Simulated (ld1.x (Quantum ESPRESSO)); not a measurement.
# Transferability test, TM potential for Rb (Z = 37)

ld1.x (Quantum ESPRESSO) 7.5 input, shortened:

```
&input
   title='Rb', zed=37., rel=1, dft='PBE', iswitch=3,
   config='[Kr] 4d0 4f-2 5s0.75 5p0'
 /
 &inputp
   pseudotype=2, tm=.true., lloc=0,
   nlcc=.false.
 /
4
5P  2  1   0.00   0.00  3.40  3.40  0.0
4D  3  2   0.00   0.00  4.20  4.20  0.0
4F  4  3  -2.00  -0.10  4.55  4.55  0.0
5S  1  0   0.75   0.00  4.20  4.20  0.0
 &test
   configts(1)='4d0 5s0.75 5p0'
 /
```

Energies are relative to the spin-unpolarised reference configuration 4d0 5s0.75 5p0; without spin polarisation the order of configurations can differ from experiment.

```json
{"valence configuration": "4d0 5s0.5 5p0", "charge": "+0.5", "ΔE all-electron (eV)": "0.907", "error AE − PS (meV)": "+7.4"}
{"valence configuration": "4d0 5s0 5p1", "charge": "0", "ΔE all-electron (eV)": "0.849", "error AE − PS (meV)": "+84"}
{"valence configuration": "4d1 5s0 5p0", "charge": "0", "ΔE all-electron (eV)": "1.569", "error AE − PS (meV)": "+59"}
{"valence configuration": "4d0.5 5s0.5 5p0", "charge": "0", "ΔE all-electron (eV)": "0.446", "error AE − PS (meV)": "+10.0"}
```

What are ΔE and the potential's error for 4d0 5s1 5p0?

ΔE = -0.671 eV all-electron; the error (AE − PS) is +2.5 meV.

Levels in the configuration 4d0 5s1 5p0:

```
level  all-electron (eV)  pseudo (eV)
   5s             -2.231       -2.245
```

Note: ghost state, extra bound levels that the all-electron valence spectrum of the same l lacks: p at -43.3 eV. A true bound ghost makes a file unfit for plane-wave use.
